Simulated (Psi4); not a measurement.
## Nuclear repulsion and electron count by hand

System: F₃Ge, doublet, geometry from GFN2-xTB. Level: CAM-B3LYP/STO-3G (Psi4). Sums are taken with unrounded values, so a last digit can differ.

Coordinates (Å):

```
atom         x         y         z
----  --------  --------  --------
F1    -1.03403  -1.26233  -0.41314
Ge2    0.00286   0.00945   0.38125
F3     1.59592  -0.27815  -0.45722
F4    -0.57204   1.50689  -0.48520
```

Question: Work out the nuclear repulsion energy and the numbers of alpha and beta electrons.

Answer: In atomic units each pair adds Z_i Z_j / r_ij, with r in bohr (1 bohr = 0.529177 Å).
| pair | r (Å) | r (bohr) | Z_i Z_j | term (Eh) |
|---|---|---|---|---|
| F1-Ge2 | 1.8231 | 3.4451 | 288 | 83.5968 |
| F1-F3 | 2.8084 | 5.3071 | 81 | 15.2625 |
| F1-F4 | 2.8084 | 5.3071 | 81 | 15.2625 |
| Ge2-F3 | 1.8231 | 3.4451 | 288 | 83.5968 |
| Ge2-F4 | 1.8231 | 3.4451 | 288 | 83.5968 |
| F3-F4 | 2.8084 | 5.3071 | 81 | 15.2625 |
The sum is 296.5778 Eh; Psi4 gives 296.5778 Eh. The atomic numbers add up to 59, so at charge +0 there are 59 electrons; multiplicity 2 means 1 unpaired, so 30 alpha and 29 beta.
